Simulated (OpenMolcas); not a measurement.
**Mn2+: ligand-field states by method**

Mn2+ with 6 ligands (fluoride) in octahedral coordination (Oh) at 2.14 Å. A charge of +0.667 e stands 3.2 Å behind each ligand. Ligand basis ANO-RCC-VTZP.

```
Program             : OpenMolcas 26.06
Basis               : ANO-RCC-VTZP [6s5p3d2f1g]
Scalar Hamiltonian  : DKH2, point nucleus
Active space        : 5 electrons in 5 orbitals (3d)
State averaging     : 2S+1 = 6 even, 1 root; 2S+1 = 4 even, 24 roots; 2S+1 = 2 even, 75 roots
Spin-orbit coupling : state interaction with AMFI integrals over the reference wave functions
```

I. CASSCF
II. SS-CASPT2, IPEA 0.25 Eh, imaginary shift 0.1 Eh (closed shells correlated: 3s 3p and the ligand valence shells)

Spin-free states (labels of O, the rotations of Oh) in cm-1, each column counted from its own energy of the first state listed:

| State | Degeneracy | I | II |
| --- | --- | --- | --- |
| 6A1 | 1 | 0 | 0 |
| 4T1 | 3 | 28043 | 23180 |
| 4T2 | 3 | 30827 | 25060 |
| 4E | 2 | 31684 | 26280 |
| 4A1 | 1 | 31780 | 26660 |
| 4T2 | 3 | 38031 | 30140 |
| 2T2 | 3 | 39255 | 32350 |
| 4E | 2 | 39501 | 31840 |
| 4T1 | 3 | 39912 | 35200 |
| 2A2 | 1 | 41980 | 34330 |
| 2T1 | 3 | 42368 | 35510 |
| 2T2 | 3 | 43131 | 35740 |
| 2E | 2 | 44053 | 36820 |
| 2A1 | 1 | 45044 | 38300 |
| 2T2 | 3 | 47864 | 39050 |
| 2E | 2 | 48931 | 39100 |
| 2T1 | 3 | 50631 | 40670 |
| 2T2 | 3 | 52978 | 43630 |
| 4T1 | 3 | 53040 | 43780 |
| 4A2 | 1 | 53557 | 43770 |

From I to II, I's first state of another spin (4T1) moves from 28043 to 23180 cm-1, by about -4900 cm-1.

I: A least-squares ligand-field fit to the states below 45000 cm-1, each weighted by its degeneracy and with a free common offset, gives 10Dq = 6025 cm-1, B = 1100 cm-1 and C = 4103 cm-1 (C/B = 3.73), with an rms deviation of 87 cm-1. The same method and metal basis give the free ion B = 1117 cm-1 (fit to its terms below 60000 cm-1, rms deviation 53 cm-1), so the nephelauxetic ratio is β = 1100 / 1117 = 0.98; it hangs on how both fits weigh the states, and computed free-ion B values tend to be too large, so β mixes covalency with correlation.

χT at 300 K: I 4.39, II 4.39 cm3 K/mol.

Roots that are degenerate in the reference are averaged as groups; the widest CASPT2 spread within a group is 110 cm-1 (the 2-fold group of multiplicity 2 near 50500 cm-1 above the lowest state of its run, II). Shifts and gaps below about the spread of the groups concerned are not significant. Over all roots computed the reference weight is 0.68 to 0.70 in II; a low but even weight reflects the number of correlated electrons. Ligand-to-metal charge-transfer states are missing. With no ligand orbital active B as a rule stays too high, so bands that hang on it stand too high and its fall with covalency is understated. Without dynamic correlation the repulsion within the d shell is too large (B by tens of per cent), so at a given field states of lower spin stand too high (holds for I). With metal d orbitals alone and no dynamic correlation the field as a rule comes out too small, by tens of per cent, by up to half for chloride and softer ligands (holds for I). These CASPT2 states fit no ligand-field parameters well, so their order and spin gaps are uncertain (holds for II). With one d shell and no ligand orbital active, 10Dq can be off by tens of per cent for divalent 3d ions, low with halides held by bare charges and at times high in hosts (holds for II). Free-ion shares, where given, are those of the reference states; single-state CASPT2 does not remix them (holds for II). No measured value stands beside these numbers; the geometry is a model, was not optimised and need not be the one that this ion takes.
